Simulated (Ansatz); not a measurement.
Abridged output of a molecular run in Ansatz:

```
Functional definition: HF
908 factors; integrals over basis functions are off by at most 7.3e-4 eV
mean field evaluation 1: about -19806.3264 eV, gradient 5.8e1 eV
mean field evaluation 2: about -19806.4364 eV, gradient 5.8e1 eV
mean field evaluation 4: about -19813.4449 eV, gradient 5.4e0 eV
mean field evaluation 8: about -19813.5569 eV, gradient 5.6e-1 eV
mean field -19813.55845003 eV, -728.1348429263 hartree, gradient 1.7e-6 eV, S^2 0.000000; 0 other end points of the search recorded, 0 dependent functions left out
8 core orbitals not correlated: weight in the atoms' cores, before any rotation towards them, 1.000 or more for the frozen orbitals, at most 0.000 for the correlated occupied ones
reference -19813.55845003 eV, -728.1348429263 hartree; 20, 20 occupied and 69, 69 virtual orbitals, 908 factors
second order -26.72981772 eV of doubles, -0.00000000 eV of singles
cycle   1  -25.34497167 eV  change     1.4e0 eV  update   2.2e-1
cycle   2  -26.25997204 eV  change   -9.2e-1 eV  update   1.1e-1
cycle   3  -26.47108362 eV  change   -2.1e-1 eV  update   3.3e-2
cycle   4  -26.46715772 eV  change    3.9e-3 eV  update   1.0e-2
cycle   5  -26.45621584 eV  change    1.1e-2 eV  update   3.2e-3
cycle   6  -26.45572977 eV  change    4.9e-4 eV  update   1.4e-3
cycle   7  -26.45639751 eV  change   -6.7e-4 eV  update   6.4e-4
cycle   8  -26.45613659 eV  change    2.6e-4 eV  update   2.4e-4
cycle   9  -26.45620769 eV  change   -7.1e-5 eV  update   9.3e-5
cycle  10  -26.45631378 eV  change   -1.1e-4 eV  update   3.6e-5
cycle  11  -26.45625623 eV  change    5.8e-5 eV  update   1.5e-5
cycle  12  -26.45624678 eV  change    9.4e-6 eV  update   7.2e-6
perturbative correction -0.95217747 eV, -0.0349918764 hartree
Total energy: -19840.96687427 eV, -729.1420839391 hartree
```

Its atoms:

```xyz
6

O    -0.0986   -0.9933    1.0799
Ta   -0.1779    0.2221   -0.3436
F    -0.5288   -0.7069   -1.9230
F    -1.5109    1.4813    0.0001
S     1.7225    1.2244   -0.5136
H     0.5938   -1.2277    1.7002
```

Problem. Which basis set was used?
A. def2-TZVPP
B. def2-QZVPP
C. def2-SVPD
D. def2-SVP

Solution. D. It gives 97 functions.

Problem. Write the keys of the input that set method, charge and spin (a neutral closed shell needs none for the last two).

Solution. 
```yaml
correlation: {method: ccsd_t}
```
